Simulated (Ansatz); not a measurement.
GeNH5⁺, that is Ge(NH2)H3 with one electron fewer. Charge 1, multiplicity 2. Geometry r2SCAN-D4/def2-TZVP, that of the neutral singlet.

```xyz
7

Ge    0.583   -0.366    0.103
N    -0.905    0.565   -0.473
H    -0.902    1.533   -0.172
H    -1.774    0.151   -0.156
H     1.803    0.358   -0.475
H     0.462   -1.784   -0.466
H     0.732   -0.456    1.639
```

HSE06 is defined as in plane-wave codes, on full-range PBE exchange.

(1) Estimate the α-spin orbital energies around the gap (eV) in Ansatz with PBE-D4/def2-TZVP, B97M-V/def2-TZVP, PBE0-D4/def2-TZVP, HSE06-D4/def2-TZVP, ωB97X-V/def2-TZVP.

Answers

(1) 
```json
{"orbital": "HOMO−9", "PBE-D4/def2-TZVP": "-36.38", "B97M-V/def2-TZVP": "-37.72", "PBE0-D4/def2-TZVP": "-40.10", "HSE06-D4/def2-TZVP": "-39.70", "ωB97X-V/def2-TZVP": "-42.46"}
{"orbital": "HOMO−8", "PBE-D4/def2-TZVP": "-36.33", "B97M-V/def2-TZVP": "-37.65", "PBE0-D4/def2-TZVP": "-40.01", "HSE06-D4/def2-TZVP": "-39.62", "ωB97X-V/def2-TZVP": "-42.34"}
{"orbital": "HOMO−7", "PBE-D4/def2-TZVP": "-36.31", "B97M-V/def2-TZVP": "-37.64", "PBE0-D4/def2-TZVP": "-40.00", "HSE06-D4/def2-TZVP": "-39.61", "ωB97X-V/def2-TZVP": "-42.34"}
{"orbital": "HOMO−6", "PBE-D4/def2-TZVP": "-29.42", "B97M-V/def2-TZVP": "-31.64", "PBE0-D4/def2-TZVP": "-32.85", "HSE06-D4/def2-TZVP": "-32.41", "ωB97X-V/def2-TZVP": "-35.90"}
{"orbital": "HOMO−5", "PBE-D4/def2-TZVP": "-20.62", "B97M-V/def2-TZVP": "-21.12", "PBE0-D4/def2-TZVP": "-22.47", "HSE06-D4/def2-TZVP": "-22.04", "ωB97X-V/def2-TZVP": "-25.39"}
{"orbital": "HOMO−4", "PBE-D4/def2-TZVP": "-19.78", "B97M-V/def2-TZVP": "-20.81", "PBE0-D4/def2-TZVP": "-22.05", "HSE06-D4/def2-TZVP": "-21.62", "ωB97X-V/def2-TZVP": "-24.93"}
{"orbital": "HOMO−3", "PBE-D4/def2-TZVP": "-17.17", "B97M-V/def2-TZVP": "-17.86", "PBE0-D4/def2-TZVP": "-19.12", "HSE06-D4/def2-TZVP": "-18.70", "ωB97X-V/def2-TZVP": "-21.82"}
{"orbital": "HOMO−2", "PBE-D4/def2-TZVP": "-15.77", "B97M-V/def2-TZVP": "-16.61", "PBE0-D4/def2-TZVP": "-17.91", "HSE06-D4/def2-TZVP": "-17.49", "ωB97X-V/def2-TZVP": "-20.54"}
{"orbital": "HOMO−1", "PBE-D4/def2-TZVP": "-14.53", "B97M-V/def2-TZVP": "-14.73", "PBE0-D4/def2-TZVP": "-15.70", "HSE06-D4/def2-TZVP": "-15.30", "ωB97X-V/def2-TZVP": "-17.98"}
{"orbital": "HOMO", "PBE-D4/def2-TZVP": "-14.24", "B97M-V/def2-TZVP": "-14.46", "PBE0-D4/def2-TZVP": "-15.37", "HSE06-D4/def2-TZVP": "-14.97", "ωB97X-V/def2-TZVP": "-17.76"}
{"orbital": "LUMO", "PBE-D4/def2-TZVP": "-6.56", "B97M-V/def2-TZVP": "-6.42", "PBE0-D4/def2-TZVP": "-5.70", "HSE06-D4/def2-TZVP": "-6.08", "ωB97X-V/def2-TZVP": "-3.68"}
{"orbital": "LUMO+1", "PBE-D4/def2-TZVP": "-5.32", "B97M-V/def2-TZVP": "-5.07", "PBE0-D4/def2-TZVP": "-4.18", "HSE06-D4/def2-TZVP": "-4.56", "ωB97X-V/def2-TZVP": "-1.97"}
{"orbital": "LUMO+2", "PBE-D4/def2-TZVP": "-4.80", "B97M-V/def2-TZVP": "-4.55", "PBE0-D4/def2-TZVP": "-3.79", "HSE06-D4/def2-TZVP": "-4.18", "ωB97X-V/def2-TZVP": "-1.68"}
{"orbital": "LUMO+3", "PBE-D4/def2-TZVP": "-4.54", "B97M-V/def2-TZVP": "-4.29", "PBE0-D4/def2-TZVP": "-3.50", "HSE06-D4/def2-TZVP": "-3.89", "ωB97X-V/def2-TZVP": "-1.34"}
{"orbital": "LUMO+4", "PBE-D4/def2-TZVP": "-4.21", "B97M-V/def2-TZVP": "-3.98", "PBE0-D4/def2-TZVP": "-3.33", "HSE06-D4/def2-TZVP": "-3.71", "ωB97X-V/def2-TZVP": "-1.27"}
{"orbital": "LUMO+5", "PBE-D4/def2-TZVP": "-3.79", "B97M-V/def2-TZVP": "-3.64", "PBE0-D4/def2-TZVP": "-3.01", "HSE06-D4/def2-TZVP": "-3.38", "ωB97X-V/def2-TZVP": "-1.05"}
{"orbital": "β HOMO", "PBE-D4/def2-TZVP": "-14.15", "B97M-V/def2-TZVP": "-14.41", "PBE0-D4/def2-TZVP": "-15.30", "HSE06-D4/def2-TZVP": "-14.90", "ωB97X-V/def2-TZVP": "-17.70"}
{"orbital": "β LUMO", "PBE-D4/def2-TZVP": "-13.11", "B97M-V/def2-TZVP": "-12.99", "PBE0-D4/def2-TZVP": "-12.00", "HSE06-D4/def2-TZVP": "-12.39", "ωB97X-V/def2-TZVP": "-9.98"}
```
